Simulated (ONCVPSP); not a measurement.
# silver: variants of one ONCV potential

Base potential:

ONCVPSP 4.0.1 input, shortened (lines: element, Z, core and valence counts, functional; n l f; lmax; l rc ep ncon nbas qcut; lloc lpopt rc5 dvloc0; l nproj debl; icmod fcfact rcfact), PBEsol, fully relativistic:

```
  Ag 47.00    6    4  -116133      upf
    1    0    2.00
    2    0    2.00
    2    1    6.00
    3    0    2.00
    3    1    6.00
    3    2   10.00
    4    0    2.00
    4    1    6.00
    4    2   10.00
    5    0    1.00
    2
    0    1.45    0.00    3    7    6.60
    1    1.55    0.00    4    7    9.70
    2    1.90    0.00    4    8    7.50
    4    5    1.20   -1.00
    0    3    2.50
    1    2    2.90
    2    2    2.80
    1    0.35    0.00
```

Open shells are filled in proportion to 2j + 1.

All-electron outer shells of the reference configuration (PBEsol, scalar-relativistic, ld1.x):

```csv
shell,level (eV),outermost node (bohr),outermost maximum (bohr)
3d,-358.49,–,0.27
4s,-94.97,0.44,0.82
4p,-58.51,0.44,0.87
4d,-7.45,0.43,1.04
5s,-4.42,1.11,2.49
```

Cutoffs, loose and tight: the cutoffs (Ha) at which the residual kinetic energy of the hardest occupied pseudo-wave falls to 1 and 0.1 mHa per electron. They do not see the model core or the augmentation charge, which bear on the density cutoff. Test errors are all-electron minus pseudo excitation energies from the reference, over the configurations 4s2 4p6 4d10 5s0; 4s2 4p6 4d9 5s0; 4s2 4p6 4d8 5s0; 4s2 4p6 4d9 5s1 5p1. A dash means not determined; rows that change the core or the reference have their own tests.

| change | outcome | cutoff, loose | cutoff, tight | bound ghosts | GHOST(+) flags above zero | largest test error (meV) |
| --- | --- | --- | --- | --- | --- | --- |
| base | generated | 23 Ha | 29 Ha | none | s | +39 |
| s: qcut 3.9 | generated | 23 Ha | 65 Ha | none | s | +39 |
| s: qcut 5.3 | generated | 23 Ha | 68 Ha | none | s | +39 |
| s: qcut 5.8 | generated | 23 Ha | 63 Ha | none | s | +39 |
| s: qcut 7 | generated | 23 Ha | 29 Ha | none | s | +39 |
| s: qcut 7.8 | generated | 23 Ha | 29 Ha | none | s | +39 |
| s: qcut 8.5 | generated | 26 Ha | 30 Ha | none | s | +39 |
| s: qcut 10 | generated | 33 Ha | 39 Ha | none | s | +39 |

Reading the sweep of the qcut of the s channel (base included, trends over the rows without a ghost): The loose cutoff rises from 23 Ha at 3.9 to 33 Ha at 10 1/bohr. The waves are optimised to have the least kinetic energy above qcut, so the cutoff follows it (qcut²/2 in Ha). The median size of the test errors (rows with all tests solved) stays near 4.8 meV.
